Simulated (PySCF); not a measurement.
A geometry optimisation on `[Cl][Sn]([Cl])([Cl])[Cl]`.

Computed with PBE0-D3(BJ)/def2-SVP geometry optimisation, gas phase, def2 core potentials past Kr (PySCF 2.14.0). Start geometry: GFN2-xTB. A driver script takes a list of jobs; this job's settings line and coordinates (Å) are shown.

Input:
```
{"job": {"xc": "PBE0", "basis": "def2-SVP", "d3": "d3bj", "grid": 1, "maxiter": 30, "shake": 0.03, "kind": "geom"}, "charge": 0, "multiplicity": 1}
Sn     0.059930    -0.075840     0.011360
Cl    -0.006120    -0.031490     2.311030
Cl     2.120820     0.003220    -0.808040
Cl    -1.000330     1.901680    -0.763820
Cl    -1.099450    -1.908050    -0.812650
```

Output:
```
step   0  E = -2054.09797911  max force = 0.041584
step   1  E = -2054.10241221  max force = 0.002728
step   2  E = -2054.10259409  max force = 0.001348
step   3  E = -2054.10262106  max force = 0.000576
step   4  E = -2054.10262661  max force = 0.000443
step   5  E = -2054.10262397  max force = 0.000830
step   6  E = -2054.10265534  max force = 0.000578
step   7  E = -2054.10268407  max force = 0.000247
step   8  E = -2054.10268438  max force = 0.000154
optimisation converged
```

Energies in Eh; «max force» is the largest Cartesian gradient component in Eh/bohr.

Question: Give the first gradient maximum in eV/Å.

Answer: With 1 Eh/bohr = 51.422 eV/Å, 2.138 eV/Å.

Question: How much energy does the optimisation release, in kJ/mol?

Answer: E(step 0) − E(last step) = 0.004705 Eh, which is 12.4 kJ/mol.

In short: final energy -2054.10268 Eh after 8 steps; dipole 0.07 D.

Question: Where do the atoms end?

Answer: 0.061 Å rms from the input after alignment:
```
atom  x, y, z in Å
Sn1    0.0160   -0.0176   -0.0032
Cl2   -0.1563   -0.1222    2.3039
Cl3    2.2456   -0.0008   -0.6226
Cl4   -1.0158    1.8946   -0.8022
Cl5   -1.0147   -1.8645   -0.9379
```

Time: 35 s wall; peak memory 0.40 GiB. Hardware: one thread of an Arm Neoverse V2, shared host with 96 logical CPUs at a one-minute load of 30.
Labels such as C1 count atoms from 1, the log's own numbers from 0.
